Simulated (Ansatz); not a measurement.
Relaxation of AlFH₅NO (9 atoms, charge 0, multiplicity 1), to a largest force component of 0.03 eV/Å in at most 50 steps.

Computed with RKS PBE/def2-SVP (Ansatz).

```xyz
9
Properties=species:S:1:pos:R:3:forces:R:3
Al 0.079 0.607 -0.291 -0.10 0.63 0.41
H -0.039 -0.282 2.318 0.10 -1.86 0.58
N 1.634 0.065 -0.942 -0.08 0.00 0.03
H 1.757 -0.796 -1.477 0.02 -0.01 -0.02
H 2.522 0.555 -0.839 0.09 0.01 -0.01
F -1.297 -0.271 -0.661 0.00 0.02 0.01
O -0.141 2.080 0.638 -0.04 -0.64 -0.55
H 0.636 2.609 0.872 0.10 0.10 0.04
H -0.077 0.403 2.084 -0.10 1.77 -0.49
```

Where does it end, and by what steps?

The forces met the threshold. The force dipped under the threshold on the way, but the program's further checks kept it going. After 25 steps the energy has fallen by 0.100 eV; H2 moved furthest, 0.61 Å.

```
step  energy less start (eV)  largest force component (eV/Å)  accepted
   0                  0.0000                           1.862       yes
   1                 -0.0603                           0.591       yes
   2                 -0.0734                           0.350       yes
   3                 -0.0804                           0.180       yes
   4                 -0.0703                           0.922        no
   5                 -0.0853                           0.138       yes
   6                 -0.0869                           0.365       yes
   7                 -0.0895                           0.261       yes
   8                 -0.0943                           0.113       yes
   9                 -0.0944                           0.225       yes
  10                 -0.0964                           0.069       yes
  11                 -0.0967                           0.063       yes
  12                 -0.0969                           0.044       yes
  13                 -0.0972                           0.097       yes
  14                 -0.0975                           0.088       yes
  15                 -0.0979                           0.076       yes
  16                 -0.0977                           0.193        no
  17                 -0.0985                           0.025       yes
  18                 -0.0975                           0.213        no
  19                 -0.0989                           0.057       yes
  20                 -0.0988                           0.134        no
  21                 -0.0992                           0.024       yes
  22                 -0.0994                           0.031       yes
  23                 -0.0996                           0.066       yes
  24                 -0.0996                           0.091        no
  25                 -0.0998                           0.028       yes
```

```xyz
9
Properties=species:S:1:pos:R:3
Al 0.140 0.667 -0.081
H -0.325 -0.479 1.810
N 1.642 0.077 -0.821
H 1.697 -0.782 -1.372
H 2.556 0.528 -0.780
F -1.237 -0.270 -0.319
O -0.033 2.199 0.672
H 0.515 2.966 0.451
H 0.120 0.062 2.143
```

The run took 39 s on 2 threads of Arm Neoverse V1, on a shared host, peak memory 0.14 GiB.
